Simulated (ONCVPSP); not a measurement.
gadolinium (Gd), ONCV: configuration errors across variants

gadolinium (Gd), optimised norm-conserving Vanderbilt (ONCV), made with ONCVPSP 4.0.1 (LDA (Perdew-Zunger), scalar-relativistic). Core [Kr] 4d10 5s2, reference 4f7 5p6 5d1 6s2. Waves: 6s: rc 3.10 bohr, ncon 5, nbas 8, qcut 2.1 1/bohr, 2 projectors, debl 3.3 Ha; 5p: rc 1.80 bohr, ncon 3, nbas 6, qcut 5.1 1/bohr, 2 projectors, debl 1.3 Ha; 5d: rc 2.40 bohr, ncon 4, nbas 9, qcut 3.8 1/bohr, 2 projectors, debl 2.6 Ha; 4f: rc 1.45 bohr, ncon 4, nbas 9, qcut 13.2 1/bohr, 1 projector. Local part: polynomial inside 1.15 bohr (lpopt 5, dvloc0 0 Ha). Core correction: none.

All-electron excitation energies from the reference (eV): (1) 4f7 5p6 5d1 6s1 6.856; (2) 4f7 5p6 5d1 6s0 19.233; (3) 4f7 5p6 5d1 6s1 6p1 2.960.

A true bound ghost makes a file unfit for plane-wave use even where its test errors are small: the radial tests pick states by their node count and pass the ghost by.

Errors AE − PS in meV (a dash: test not solved or not reliable):

```tsv
change	(1)	(2)	(3)	bound ghosts	GHOST(+) flags above zero
base	-1.6	-7.3	-2.4	s, d	s, p
d: rc 1.68	-1.7	-7.9	-2.4	s	s, p
d: rc 2.22	-1.7	-7.5	-2.4	s	s, p
d: rc 2.62	-1.6	-7.3	-2.4	s	s, p, d
d: rc 2.9	-1.6	-7.8	-2.4	s	s, p, d
d: rc 3.1	-1.7	-8.7	-2.5	s	s, p, d
d: rc 3.4	-2.1	-12	-2.6	s	s, p, d
```

Task: Give the same row for: d: rc 2.06.

Result: -1.7, -7.7, -2.4; bound ghosts: s; GHOST(+) flags above zero: s, p.
